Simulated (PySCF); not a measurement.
This PySCF input asks for the NMR shieldings of `C[C@@H]1CC2(CC2)[C@@H]1B(O)O`, C7H13BO2; the geometry comes from GFN2-xTB.

```python
import basis_set_exchange as bse
import numpy as np
from pyscf import gto, dft
from pyscf.prop import nmr

atoms = """
C    -2.128298   -0.788027    0.106096
C    -1.031268   -0.491439   -0.902656
C     0.140154   -1.491173   -0.852080
C     1.022374   -0.395374   -0.281221
C     1.954316   -0.532247    0.875228
C     2.491458   -0.229108   -0.495314
C    -0.061717    0.660214   -0.494818
B    -0.538643    1.649358    0.671766
O     0.002681    1.618210    1.904035
O    -1.516731    2.576378    0.445824
H    -2.853753    0.022437    0.141762
H    -2.650152   -1.705657   -0.161232
H    -1.697430   -0.905337    1.097378
H    -1.469832   -0.368645   -1.896242
H     0.460610   -1.846875   -1.831549
H    -0.019517   -2.348897   -0.199617
H     1.962354    0.253067    1.612724
H     2.119189   -1.521065    1.277842
H     3.024771   -1.007722   -1.021958
H     2.871447    0.764417   -0.682247
H     0.183721    1.265203   -1.376770
H    -0.376481    2.261974    2.504771
H    -1.894006    2.587293   -0.431643
"""
names = dict.fromkeys(["C", "B", "O", "H"], "pcSseg-1")
basis = {el: gto.basis.parse(bse.get_basis(n, elements=[el], fmt="nwchem")) for el, n in names.items()}
mol = gto.M(atom=atoms, basis=basis, charge=0, verbose=0)
mf = dft.RKS(mol, xc="PBE0")
mf.grids.level = 2
mf.grids.alignment = dft.numint.BLKSIZE   # the property module wants whole blocks of grid points
mf.conv_tol = 1e-9
mf.kernel()

calc = nmr.RKS(mf)   # GIAO
C = mf.mo_coeff
Co = C[:, mf.mo_occ > 0]
resp = mf.gen_response(singlet=True, hermi=2)
def vind(x):   # induced exchange potential for any number of trial vectors
    d = np.einsum("pi,xij,qj->xpq", C, 2 * x.reshape(-1, C.shape[1], Co.shape[1]), Co, optimize=True)
    return np.einsum("xpq,pi,qj->xij", resp(d - d.transpose(0, 2, 1)), C, Co, optimize=True).ravel()
mo1, _ = nmr.rhf.solve_mo1(calc, with_cphf=vind)
sigma = calc.kernel(mo1)
for i, s in enumerate(sigma):   # ppm
    print("%2d %-2s %9.2f" % (i, mol.atom_pure_symbol(i), np.trace(s) / 3))
```

Question: What does it print?

Answer: 
```
 0 C     163.20
 1 C     159.94
 2 C     147.50
 3 C     170.55
 4 C     171.01
 5 C     172.79
 6 C     153.90
 7 B      71.05
 8 O     211.67
 9 O     202.47
10 H      30.64
11 H      30.55
12 H      30.49
13 H      29.38
14 H      29.16
15 H      30.20
16 H      29.93
17 H      31.45
18 H      31.51
19 H      31.60
20 H      29.61
21 H      27.55
22 H      28.03
```

These numbers come from an equivalent density-fitted implementation of the same equations, which agrees with the script to about 0.01 ppm for H and up to a few tenths of a ppm for heavy atoms, so last digits may differ.

Size and cost of the density-fitted run: 235 basis functions, 53 s wall time on 1 thread of an Arm Neoverse V1, shared host.
